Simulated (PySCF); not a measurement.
## How methods differ on the excitation energy of Br

Br [Ar] 3d10 4s2 4p5 (2P) → Br [Ar] 3d10 4s1 4p5 5s1 (4P), as a difference of total energies. Computed with PySCF 2.14 in aug-cc-pV5Z-PP with ECP10MDF (8s7p6d4f3g2h, 136 functions), with a scalar-relativistic core potential. Correlated levels: valence: 3s2 3p6 3d10 frozen. The calculations carry no spin-orbit coupling.

```json
{"method": "UHF", "excitation energy (eV)": "21.482"}
{"method": "LDA", "excitation energy (eV)": "20.855"}
{"method": "PBE", "excitation energy (eV)": "20.596"}
{"method": "PBE0", "excitation energy (eV)": "21.057"}
{"method": "r2SCAN", "excitation energy (eV)": "21.085"}
{"method": "BHandHLYP", "excitation energy (eV)": "21.558"}
{"method": "M06-2X", "excitation energy (eV)": "20.826"}
{"method": "B97-3", "excitation energy (eV)": "21.222"}
{"method": "MP2 (valence)", "excitation energy (eV)": "19.947"}
{"method": "SCS-MP2 (valence)", "excitation energy (eV)": "19.714"}
```

Q: How much does correlation contribute at MP2 (valence)?

A: 19.947 − (21.482) = -1.535 eV, measured against UHF.

The upper state lies above the first ionisation limit, where it may autoionise and the basis confines it. A Rydberg-like electron needs more diffuse functions than a valence basis has.

The promoted electron is Rydberg-like, and one or two diffuse shells describe it only roughly, which tends to raise the upper state.
